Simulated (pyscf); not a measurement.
Elementary routes open to •H₂C–C(=CH₂)–OH (SMILES [CH2]C(=C)O) in the gas phase (doublet surface):
A. C₃H₅O (SMILES O[C]1CC1) [doublet] (none broken; C–C formed)
B. •H₂C–C(CH₃)=O (SMILES [CH2]C(C)=O) (H–O broken; C–H formed)

Single points on ωB97X-D3(BJ)/def2-SVP structures (PySCF, gas phase).

Rank the routes by free-energy barrier at 900 K, lowest first, for ωB97M-D3(BJ)/def2-TZVP energies (ideal gas, 1 atm, RRHO with modes under 100 cm⁻¹ raised to 100, one conformer, R ln 2 for chiral ones without a mode under 150 cm⁻¹).

B (47.4 kcal/mol), A (50.4 kcal/mol)

Route B is the fastest of these, ahead of the next by 3.0 kcal/mol. The most stable products are those of B (ΔG = -8.7 kcal/mol), so kinetics and thermodynamics agree. At 298 K B is still the fastest. Only these routes are compared; each barrier is that of the saddle found, and lower ones may exist.
